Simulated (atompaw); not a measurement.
**iron: one change to a PAW (atompaw) potential, before and after**

Fe, PAW, made with atompaw 4.2.0.5 (PBE, scalar-relativistic). Core [Ne], reference 3s2 3p6 3d6 4s2 4p0. Waves: 3s (bound): rc 1.35 bohr; 4s (bound): rc 1.25 bohr; 3p (bound): rc 1.25 bohr; 4p (bound, empty): rc 1.35 bohr; 3d (bound): rc 1.80 bohr; 3d channel at 0.75 Ry: rc 1.80 bohr. Local part: troulliermartins scheme with l = 3 at 0 Ry, radius 1.25 bohr. Core correction: smooth core density matched at 1.65 bohr. Augmentation charge: sinc compensation charge, radius 1.35 bohr; PAW radius 1.80 bohr; waves and projectors: custom polynom gramschmidtortho.

Change: local potential troulliermartins scheme with l = 3 at 0 Ry, radius 1.52 bohr.

Cutoffs: the cutoffs (Ry, on a coarse ladder) from which the occupation-weighted sum of valence levels, in a spherical-Bessel basis at the reference potential, stays within 10 and 1 mRy of its value at 400 Ry; they do not see the model core or the augmentation charge, which bear on the density cutoff.

**Question.** What does the change do?

**Answer.** The potential gets neither clearly harder nor softer (70 Ry and 100 Ry → 70 Ry and 100 Ry); the bound ghost in s disappears. A state that the projectors do not describe sees the local part alone, so a deeper or shallower local part can create or remove a ghost.

| quantity | base | changed |
| --- | --- | --- |
| cutoff, loose | 70 Ry | 70 Ry |
| cutoff, tight | 100 Ry | 100 Ry |
| loose cutoff by channel (10 mRy a level) | s 40 Ry, p 45 Ry, d 25 Ry | s 25 Ry, p 45 Ry, d 25 Ry |
| bound ghosts | s | none |
| s: phases at 1.81 bohr within 0.05 rad from the reference energy up to (Ry; the scan ends near 5) | to the end of the scan | to the end of the scan |
| p: phases at 1.81 bohr within 0.05 rad from the reference energy up to (Ry; the scan ends near 5) | to the end of the scan | to the end of the scan |
| d: phases at 1.81 bohr within 0.05 rad from the reference energy up to (Ry; the scan ends near 5) | to the end of the scan | 4.0 |
| lowest overlap eigenvalue by channel | s 0.12, p 0.82, d 0.93 | s 0.30, p 0.76, d 0.94 |

 A true bound ghost makes a file unfit for plane-wave use even where its test errors are small: the radial tests pick states by their node count and pass the ghost by. The cutoffs see the waves, projectors and local potential, not the compensation charge or the core.
